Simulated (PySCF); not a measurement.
**Correlation energy of B (boron, neutral)**

[He] 2s1 2p2, high-spin 4P determinant (an excited configuration). Computed with PySCF 2.14 in x2c-TZVPPall with one added diffuse shell each of s, p, d type (6s4p3d1f, 40 functions), with scalar relativity by spin-free X2C-1e. Frozen: 1s2; 3 electrons correlated.

MP2 pair energies summed by pair of shells (mhartree):

| pair | energy | share (%) |
| --- | --- | --- |
| 2p-2p | -6.45 | 58.4 |
| 2s-2p | -4.60 | 41.6 |

Total MP2 correlation energy: -11.05 mhartree.

Same-spin part -11.05 and opposite-spin part 0.00 mhartree; SCS-MP2 scales them by 1/3 and 6/5 to -3.68 mhartree.
